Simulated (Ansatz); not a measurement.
The cluster Ca₂O₂ (the lowest singlet isomer of a short search) was relaxed with PBE0-D4 (def2-TZVP) in Ansatz in these states: charge +1 doublet, neutral quintet, neutral singlet, neutral triplet. The geometries follow in no particular order.

A:

```xyz
4

Ca   -0.747    0.074    1.507
Ca    0.747   -0.074   -1.507
O     0.729    0.872    0.319
O    -0.730   -0.871   -0.319
```

B:

```csv
atom,x (Å),y (Å),z (Å)
Ca1,0.9713,0.8469,-0.7177
Ca2,-0.9716,-0.8415,0.7236
O3,-1.0510,0.6366,-0.6707
O4,1.0513,-0.6420,0.6648
```

C:

```xyz
4

Ca    0.314   -0.493    1.840
Ca   -0.424    0.391   -1.842
O     0.852    0.798    0.021
O    -0.743   -0.696   -0.018
```

D:

```xyz
4

Ca   -1.224   -0.450    1.077
Ca    1.229    0.445   -1.074
O    -0.338   -0.881   -0.753
O     0.334    0.885    0.750
```

Task: Judge from the bond lengths which geometry belongs to which state (an estimate).

Result: A is the charge +1 doublet (Ca1–Ca2 3.368 Å, Ca2–O3 2.056 Å, Ca1–O3 2.056 Å); B is the neutral singlet (Ca1–Ca2 2.950 Å, Ca2–O3 2.034 Å, Ca1–O3 2.034 Å); C is the neutral quintet (Ca1–Ca2 3.858 Å, Ca2–O3 2.294 Å, Ca1–O3 2.294 Å); D is the neutral triplet (Ca1–Ca2 3.383 Å, Ca2–O3 2.078 Å, Ca1–O3 2.078 Å).

At PBE0-D4/def2-TZVP a singlet lies 4.46 eV below the neutral quintet. At PBE0-D4/def2-TZVP a singlet lies 1.82 eV below the neutral triplet. These are the stationary points nearest to one start from a short search; other shapes may lie lower in each state.
